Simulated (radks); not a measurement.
Results of a calculation; reference values are marked as such.
Task: The mean radii <r> (bohr) of the occupied orbitals of an atom or ion are listed with their occupations. Code: a radial shooting solver on a logarithmic mesh with Libxc functionals. Model: scalar-relativistic Kohn-Sham, PBE, spin-unpolarised, spherical densities, point nucleus.

orbital  occ.      <r>
1s          2  0.02457
2s          2   0.1052
2p          6  0.09231
3s          2   0.2772
3p          6   0.2748
3d         10   0.2511
4s          2   0.6015
4p          6   0.6240
4d          3   0.6477

Name the element and its charge.

Result: Z = 58, cerium, charge +19: Ce19+ in [Kr] 4d3. The 1s radius gives Z: for a bare nucleus <r> = (2 gamma + 1)/(2Z) with gamma = sqrt(1 - (Z/c)^2), 0.02424 bohr for Z = 58, and screening makes it slightly larger (0.02457 here). The occupations add up to 39, and the charge is Z minus that.
